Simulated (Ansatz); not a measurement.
Geometry optimisation, RKS PBE/6-31G* in Ansatz 0.2.0.

Input:

```yaml
crystal:
  periodic: [false, false, false]
  atoms:
    - { symbol: "N", position_ang: [-0.8822, -1.2478, 0.8788] }
    - { symbol: C, position_ang: [-0.1441, -0.1633, 0.0919] }
    - { symbol: C, position_ang: [-0.7197, 0.2731, -1.2618] }
    - { symbol: F, position_ang: [-0.98068, 1.58552, -1.15977] }
    - { symbol: F, position_ang: [0.18376, 0.05493, -2.20733] }
    - { symbol: Si, position_ang: [0.5362, 1.2681, 1.0982] }
    - { symbol: Si, position_ang: [1.7353, -0.3804, 0.0988] }
    - { symbol: H, position_ang: [-1.8502, -0.851, 1.0083] }
    - { symbol: H, position_ang: [-1.0414, -2.0274, 0.3342] }
    - { symbol: H, position_ang: [-1.65947, -0.22979, -1.5201] }
    - { symbol: H, position_ang: [0.2458, 1.1644, 2.5794] }
    - { symbol: H, position_ang: [0.4604, 2.5681, 0.4146] }
    - { symbol: H, position_ang: [2.2805, -0.0469, -1.2364] }
    - { symbol: H, position_ang: [2.1674, -1.5261, 0.9154] }
basis:
  gaussian: { orbitals: "6-31G*" }
hamiltonian:
  xc: pbe
relax:
  f_tol: 0.015
  max_steps: 40
```

Launched with:

```bash
$ ansatz run input.yaml --threads 2 --pin off --max-ram 3072MiB --backend cpu --events-out ev --progress --plain --runs-dir out
```

Problem. Where does it end, and by what steps?

Solution. The forces met the threshold. After 15 steps the energy has fallen by 0.930 eV; F4 moved furthest, 1.22 Å.

```tsv
step	energy less start (eV)	largest force component (eV/Å)	accepted
0	0.0000	4.317	yes
1	-0.6006	1.242	yes
2	-0.6896	0.471	yes
3	-0.7219	0.210	yes
4	-0.7293	0.145	yes
5	-0.7385	0.157	yes
6	-0.7422	0.621	yes
7	-0.7707	0.373	yes
8	-0.8082	0.279	yes
9	-0.8536	0.253	yes
10	-0.8876	0.615	yes
11	-0.9133	0.366	yes
12	-0.9156	0.182	yes
13	-0.9293	0.102	yes
14	-0.9291	0.169	no
15	-0.9301	0.009	yes
```

```xyz
14
Properties=species:S:1:pos:R:3
N -0.930 -1.008 0.897
C -0.166 -0.133 0.018
C -0.797 0.234 -1.298
F -1.993 0.902 -1.076
F 0.029 1.084 -2.010
Si 0.690 1.267 1.070
Si 1.735 -0.527 0.144
H -1.862 -0.610 1.064
H -1.057 -1.940 0.481
H -1.032 -0.636 -1.945
H 0.240 1.330 2.493
H 0.881 2.606 0.431
H 2.549 -0.324 -1.095
H 2.045 -1.803 0.860
```

Whether the end is a true minimum wasn't checked by a vibrational analysis.

The run took 70 s on 2 threads of Arm Neoverse V1, on a shared host, peak memory 0.18 GiB.
